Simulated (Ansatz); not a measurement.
A nudged elastic band was laid between two geometries of AlFH$_{5}$NOSn (10 atoms, charge 0, multiplicity 1).

Method: RKS PBE-D4/def2-SVP in Ansatz.

| Property | Result |
| --- | --- |
| movable images | 7 |
| climbing image | yes |
| spring | 5.0 eV/Å² |
| optimiser | quadratic models (default) |
| start path | through a guess of the saddle point |
| force threshold | 0.03 eV/Å |
| iteration limit | 60 |
| end points | relaxed |

First end point:

```xyz
10
Properties=species:S:1:pos:R:3
N -1.723 -0.403 0.683
Sn 0.022 -1.312 0.108
F 1.227 -1.561 1.644
O 0.973 -0.020 -1.058
Al 1.123 1.697 -1.065
H -1.508 0.480 1.167
H -2.244 -0.987 1.352
H -0.159 -2.830 -0.674
H 0.392 2.538 0.087
H 1.979 2.346 -2.241
```

Last end point:

```xyz
10
Properties=species:S:1:pos:R:3
N -1.268 -0.912 0.538
Sn 0.912 -1.778 -0.213
F 1.378 0.089 0.954
O 0.971 -0.340 -1.585
Al 1.045 1.142 -0.563
H -1.195 0.091 0.246
H -1.400 -0.919 1.558
H -2.115 -1.307 0.108
H -0.465 1.683 -0.227
H 2.220 2.200 -0.813
```

(1) Which bonds break or form, and what moves?

(2) What energy profile does the band end with?

(3) What is the geometry of the highest image?

The band took 33 iterations and of the order of 9 core-minutes.

## Answers

(1) Bonds broken: Sn2–H8. Bonds formed: N1–H8, F3–Al5.

(2) The forces met the threshold. The highest image is number 4 of 0 to 8, 35.5 kcal/mol above the first end and 93.3 kcal/mol above the last; the last end lies 57.8 kcal/mol below the first. Neighbouring images differ by up to 3.1 eV, so the band resolves the path poorly. A vibrational analysis at the climbing image gives one clearly imaginary mode, 1003i cm⁻¹: a first-order saddle point. The orbitals stay closed-shell, which can raise the energy where a bond breaks towards radicals; this wasn't checked here.

| image | path coordinate (Å) | energy (kcal/mol) | Sn2–H8 (Å) | N1–H8 (Å) | F3–Al5 (Å) |
| --- | --- | --- | --- | --- | --- |
| 0 | 0.00 | 0.0 | 1.72 | 3.19 | 4.24 |
| 1 | 0.81 | 0.3 | 1.72 | 3.20 | 4.03 |
| 2 | 1.63 | 0.8 | 1.71 | 3.16 | 3.91 |
| 3 | 2.44 | 12.2 | 1.71 | 2.55 | 3.84 |
| 4 | 3.26 | 35.5 | 1.80 | 1.82 | 3.85 |
| 5 | 4.60 | -34.9 | 2.85 | 1.03 | 3.70 |
| 6 | 5.95 | -42.3 | 3.03 | 1.03 | 2.38 |
| 7 | 7.29 | -56.3 | 3.13 | 1.03 | 1.90 |
| 8 | 8.64 | -57.8 | 3.08 | 1.03 | 1.88 |

(3) 
```xyz
10
Properties=species:S:1:pos:R:3
N -1.661 -0.882 0.769
Sn 0.319 -1.352 0.024
F 1.506 -1.036 1.573
O 0.841 0.091 -1.259
Al 1.329 1.740 -1.083
H -2.311 -0.249 0.279
H -1.874 -0.860 1.777
H -1.106 -2.446 0.016
H 0.964 2.555 0.243
H 2.077 2.388 -2.335
```

Time of the run: 7.8 min on 2 threads of Intel(R) Xeon(R) 6975P-C (Granite Rapids), with other jobs on the host, peak memory 0.18 GiB.
